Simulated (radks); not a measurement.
Results of a calculation; reference values are marked as such.
Q: The mean radii <r> (bohr) of the occupied orbitals of an atom or ion are listed with their occupations. Level of theory: scalar-relativistic Kohn-Sham, exchange-only LDA, spin-polarised, spherical densities, point nucleus (a radial shooting solver on a logarithmic mesh with Libxc functionals).

| orbital | occ. | <r> |
|---|---|---|
| 1s up | 1 | 0.01659 |
| 1s down | 1 | 0.01659 |
| 2s up | 1 | 0.06992 |
| 2s down | 1 | 0.06992 |
| 2p up | 3 | 0.06327 |
| 2p down | 3 | 0.06327 |
| 3s up | 1 | 0.1791 |
| 3s down | 1 | 0.1790 |
| 3p up | 3 | 0.1800 |
| 3p down | 3 | 0.1799 |
| 3d up | 5 | 0.1625 |
| 3d down | 5 | 0.1624 |
| 4s up | 1 | 0.3643 |
| 4s down | 1 | 0.3644 |
| 4p up | 3 | 0.3771 |
| 4p down | 3 | 0.3773 |
| 4d up | 3 | 0.3756 |

Name the element and its charge. Open shells, if any, are filled with parallel spins first.

A: Z = 80, mercury, charge +41: Hg41+ in [Kr] 4d3. The 1s radius gives Z: for a bare nucleus <r> = (2 gamma + 1)/(2Z) with gamma = sqrt(1 - (Z/c)^2), 0.0164 bohr for Z = 80, and screening makes it slightly larger (0.01659 here). The occupations add up to 39, and the charge is Z minus that.
